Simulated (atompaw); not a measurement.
# Which change was made? (Cu, PAW (atompaw))

* Element: Cu (Z = 29)
* Generator: atompaw 4.2.0.5
* Type: PAW
* Functional: PBE
* Relativity: scalar-relativistic
* Frozen core: [Ar]
* Valence charge: 11
* Reference configuration: 3d10 4s0 4p0 (charge +1)
* Partial waves: 4s (bound, empty): rc 2.50 bohr; 4s channel at 3.65 Ry: rc 2.50 bohr; 4p (bound, empty): rc 2.50 bohr; 4p channel at 4.2 Ry: rc 2.50 bohr; 3d (bound): rc 1.10 bohr; 3d channel at 2.7 Ry: rc 1.10 bohr
* Local potential: bessel scheme, radius 2.10 bohr
* Core correction: smooth core density matched at 1.30 bohr
* Augmentation charge: besselshape compensation charge, radius 1.95 bohr; PAW radius 2.50 bohr; waves and projectors: custom rrkj gramschmidtortho

Cutoffs, loose and tight: the cutoffs (Ry, on a coarse ladder) from which the occupation-weighted sum of valence levels, in a spherical-Bessel basis at the reference potential, stays within 10 and 1 mRy of its value at 400 Ry. They see the waves, projectors and local potential, not the compensation charge or the core.

The base gives: outcome: generated; cutoff, loose: 120 Ry; cutoff, tight: 200 Ry; bound ghosts: none.

Question: After one change the result is: outcome: generated; cutoff, loose: 100 Ry; cutoff, tight: 160 Ry; bound ghosts: none. Which change was it?
A. all radii scaled by about 1.30 (s 3.26, p 3.26, d 1.44 bohr); local potential bessel scheme, radius 2.74 bohr; augmentation besselshape compensation charge, radius 2.54 bohr; PAW radius 3.26 bohr; waves and projectors: custom rrkj gramschmidtortho; core correction smooth core density matched at 1.70 bohr
B. all radii scaled by about 0.79 (s 1.98, p 1.98, d 0.88 bohr); local potential bessel scheme, radius 1.66 bohr; augmentation besselshape compensation charge, radius 1.54 bohr; PAW radius 1.98 bohr; waves and projectors: custom rrkj gramschmidtortho; core correction smooth core density matched at 1.04 bohr
C. all radii scaled by about 1.07 (s 2.66, p 2.66, d 1.18 bohr); local potential bessel scheme, radius 2.24 bohr; augmentation besselshape compensation charge, radius 2.08 bohr; PAW radius 2.66 bohr; waves and projectors: custom rrkj gramschmidtortho; core correction smooth core density matched at 1.38 bohr
D. all radii scaled by about 0.94 (s 2.34, p 2.34, d 1.04 bohr); local potential bessel scheme, radius 1.98 bohr; augmentation besselshape compensation charge, radius 1.82 bohr; PAW radius 2.34 bohr; waves and projectors: custom rrkj gramschmidtortho; core correction smooth core density matched at 1.22 bohr
E. all radii scaled by about 1.18 (s 2.94, p 2.94, d 1.30 bohr); local potential bessel scheme, radius 2.46 bohr; augmentation besselshape compensation charge, radius 2.30 bohr; PAW radius 2.94 bohr; waves and projectors: custom rrkj gramschmidtortho; core correction smooth core density matched at 1.52 bohr

Answer: C. The others give: all radii scaled by about 0.94 (s 2.34, p 2.34, d 1.04 bohr); local potential bessel scheme, radius 1.98 bohr; augmentation besselshape compensation charge, radius 1.82 bohr; PAW radius 2.34 bohr; waves and projectors: custom rrkj gramschmidtortho; core correction smooth core density matched at 1.22 bohr → outcome: generated; cutoff, loose: 140 Ry; cutoff, tight: 230 Ry; bound ghosts: none | all radii scaled by about 1.18 (s 2.94, p 2.94, d 1.30 bohr); local potential bessel scheme, radius 2.46 bohr; augmentation besselshape compensation charge, radius 2.30 bohr; PAW radius 2.94 bohr; waves and projectors: custom rrkj gramschmidtortho; core correction smooth core density matched at 1.52 bohr → outcome: generated; cutoff, loose: 70 Ry; cutoff, tight: 110 Ry; bound ghosts: none | all radii scaled by about 1.30 (s 3.26, p 3.26, d 1.44 bohr); local potential bessel scheme, radius 2.74 bohr; augmentation besselshape compensation charge, radius 2.54 bohr; PAW radius 3.26 bohr; waves and projectors: custom rrkj gramschmidtortho; core correction smooth core density matched at 1.70 bohr → outcome: generated; cutoff, loose: 50 Ry; cutoff, tight: 90 Ry; bound ghosts: none | all radii scaled by about 0.79 (s 1.98, p 1.98, d 0.88 bohr); local potential bessel scheme, radius 1.66 bohr; augmentation besselshape compensation charge, radius 1.54 bohr; PAW radius 1.98 bohr; waves and projectors: custom rrkj gramschmidtortho; core correction smooth core density matched at 1.04 bohr → outcome: generated; cutoff, loose: 200 Ry; cutoff, tight: 300 Ry; bound ghosts: none.
